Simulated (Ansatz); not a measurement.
`C#[C][GeH2][Cl]` + H₂ → `C#[C][GeH3]` + HCl  (hydrogenolysis of a Ge–Cl bond)

Isolated molecules relaxed with PBE0-D4/def2-TZVP in Ansatz; ΔE leaves out vibrations. CCSD(T)/CBS adds triple-zeta CCSD(T) − MP2 to the extrapolated MP2 energy (def2 sets, frozen cores). This one scheme is used for every species. Functionals use def2-TZVPP. HSE06 is defined as in plane-wave codes. For Ge outer-core shells are correlated without core-valence functions, which leaves a few kJ/mol of doubt a bond. Scalar relativity is left out up to krypton.

CCSD(T)/CBS gives +0.51 eV.

Q: Another level gave +0.47 eV. Which?
A. HF/def2-TZVPP
B. r2SCAN-D4/def2-TZVPP
C. HSE06-D4/def2-TZVPP
D. LDA (SPW92)/def2-TZVPP

A: A. HF/def2-TZVPP 0.47, HSE06-D4 0.52, r2SCAN-D4 0.56, LDA (SPW92) 0.42 eV.

Largest T1 diagnostic among the species: 0.012.

At CCSD(T), def2-SVP lies −0.11 eV from the extrapolated value and def2-TZVPP −0.02 eV. The D4 term adds +0.07 eV with B3LYP and +0.04 eV with PBE0; it sums over pairs of atoms, weighted by their polarisabilities, and B3LYP, whose exchange is more repulsive, gets the larger term.

B3LYP here is the variant with VWN-RPA as its local correlation; programs differ in this.
